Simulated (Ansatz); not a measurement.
I4Ta (SMILES [I][Ta+]([I])([I])[I]), charge +1, singlet, geometry from GFN2-xTB (such geometries of metal compounds can be far from the true shape) (the multiplicity is a formal guess) (core potentials on I, Ta); PBE0/def2-SVPD (Ansatz, a quantum-chemistry and plane-wave program).

Input for Ansatz:
Ansatz 0.2 input:
```yaml
crystal:
  periodic: [false, false, false]
  atoms:
    - {symbol: Ta, position_ang: [-0.00000000, 0.00000000, 0.00000000]}
    - {symbol: I, position_ang: [2.11003522, -0.60975355, -1.50846892]}
    - {symbol: I, position_ang: [0.78869445, 0.38742437, 2.51543036]}
    - {symbol: I, position_ang: [-1.14079482, 2.22296751, -0.92548858]}
    - {symbol: I, position_ang: [-1.75793485, -2.00063833, -0.08147287]}
basis:
  gaussian:
    orbitals: def2-SVPD
hamiltonian:
  xc: pbe0
total_charge: 1
```

Write the output that Ansatz gives for this input, abridged.


```
Functional definition: PBE0
2088 factors; integrals over basis functions are off by at most 2.1e-4 eV
mean field evaluation 1: about -33953.8482 eV, gradient 1.4e1 eV
mean field evaluation 2: about -33954.1872 eV, gradient 1.0e1 eV
mean field evaluation 4: about -33954.4400 eV, gradient 9.9e-1 eV
mean field evaluation 8: about -33954.5716 eV, gradient 3.9e-2 eV
mean field evaluation 16: about -33954.5716 eV, gradient 5.6e-6 eV
mean field -33954.57165001 eV, -1247.8074929024 hartree, gradient 5.7e-6 eV, S^2 0.000000; 0 other end points of the search recorded, 0 dependent functions left out
reference -33954.57174399 eV, -1247.8074963561 hartree; 56, 56 occupied and 119, 119 virtual orbitals, 2088 factors
Total energy: -33954.57174399 eV, -1247.8074963561 hartree
```
